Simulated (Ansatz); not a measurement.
Gas-phase reaction R1 → 3 P1, each structure at its B3LYP-D3(BJ)/def2-TZVP stationary point, reached from a drawn start (curvature not checked).
P1: O atom, charge 0, multiplicity 3.
R1, O3 (SMILES O=[O+][O-]) (charge 0, multiplicity 1):
| atom | x (Å) | y (Å) | z (Å) |
|---|---|---|---|
| O | 0.0000 | 0.0000 | -0.4286 |
| O | 1.0761 | 0.0000 | 0.2143 |
| O | -1.0761 | 0.0000 | 0.2143 |

P less R. No zero-point or thermal terms; singlets are restricted closed shells; open shells are unrestricted; no spin–orbit coupling.

Correlated levels freeze the cores.

Run with Ansatz (a quantum-chemistry and plane-wave program). All values are computed, each at the level named.

```json
[
 {"level": "PBE/def2-TZVPP", "reaction energy (kJ/mol)": "771.9"},
 {"level": "B3LYP/def2-TZVPP", "reaction energy (kJ/mol)": "586.6"},
 {"level": "BHLYP/def2-TZVPP", "reaction energy (kJ/mol)": "359.1"},
 {"level": "MP2/cc-pVDZ", "reaction energy (kJ/mol)": "565.7"},
 {"level": "SCS-MP2/cc-pVDZ", "reaction energy (kJ/mol)": "518.7"},
 {"level": "SCS-MP2/cc-pVQZ", "reaction energy (kJ/mol)": "651.2"},
 {"level": "CCSD/cc-pVTZ", "reaction energy (kJ/mol)": "455.3"},
 {"level": "CCSD/cc-pVQZ", "reaction energy (kJ/mol)": "480.3"},
 {"level": "CCSD(T)/cc-pVQZ", "reaction energy (kJ/mol)": "___"}
]
```

Question: What belongs in the gaps?

Answer: 
- CCSD(T)/cc-pVQZ, reaction energy (kJ/mol): 580.5

Doubts at one or more of the structures used: other coupled-cluster roots may lie near (CCSD/cc-pVTZ, CCSD/cc-pVQZ, CCSD(T)/cc-pVQZ).
